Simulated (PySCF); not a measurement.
# Simulated absorption spectrum

Compound: C5H8F2O.
SMILES: `CC(C)(CF)C(=O)F`

Level of theory: PySCF 2.14.0, density-fitted response routines, TDDFT PBE0/def2-SVPD, vertical, gas phase, core orbitals frozen in the response. Isolated species at its GFN2-xTB geometry (one conformer only). Torsions of this conformer, `[CH3:1][C:2]([CH3:3])([CH2:4][F:5])[C:6](=[O:7])[F:8]`: C1–C2–C4–F5 61°, C1–C2–C6–O7 120°.

Computed states:

| state | E (eV) | f |
| --- | --- | --- |
| S1 | 6.01 | 0.0031 |
| S2 | 7.67 | 0.0015 |
| S3 | 7.94 | 0.026 |
| S4 | 8.38 | 0.015 |
| S5 | 8.53 | 0.011 |
| S6 | 8.55 | 0.0061 |
| S7 | 9.04 | 0.034 |
| S8 | 9.10 | 0.043 |

Broadening: Gaussians 0.25 eV wide at half height, area fixed by f = 4.319×10⁻⁹ ∫ε dν̃. The cross-section is σ = 3.8235×10⁻²¹ ε cm², given in Mb (10⁻¹⁸ cm²). The width is an assumption, not a result. The curve ends short of the highest state used, and states not computed would add to its high-energy end.

Question: What does the envelope look like, and where are its maxima?

Answer: 
| E (eV) | σ (Mb) |
| --- | --- |
| 5.64 | 0.00 |
| 5.76 | 0.08 |
| 5.89 | 0.66 |
| 6.01 | 1.26 |
| 6.13 | 0.67 |
| 6.26 | 0.08 |
| 6.38 | 0.00 |
| 6.51 | 0.00 |
| 6.63 | 0.00 |
| 6.76 | 0.00 |
| 6.88 | 0.00 |
| 7.01 | 0.00 |
| 7.13 | 0.00 |
| 7.26 | 0.00 |
| 7.38 | 0.01 |
| 7.51 | 0.20 |
| 7.63 | 0.73 |
| 7.76 | 2.95 |
| 7.88 | 9.18 |
| 8.01 | 8.72 |
| 8.13 | 2.63 |
| 8.25 | 3.39 |
| 8.38 | 8.58 |
| 8.50 | 9.85 |

Maxima: 206 nm (6.01 eV), ε about 330, made up of S1 (100%); 156 nm (7.94 eV), ε about 2800, made up of S3 (100%); 146 nm (8.47 eV), ε about 2600, made up of S4 (42%), S5 (39%) and S6 (19%) (ε in L mol⁻¹ cm⁻¹; maxima over ε = 5, shares over 10%).

Question: What would ε be at 7.94 eV, the highest of these maxima, with half the width (0.125 eV)?

Answer: About 5610 L mol⁻¹ cm⁻¹ against 2810, a factor of about 1.99; a lone state at its own centre would give exactly 2.

Question: Coming from long wavelengths, where does ε first pass 100 L mol⁻¹ cm⁻¹?

Answer: At about 212 nm (5.85 eV), 0.16 eV below S1.
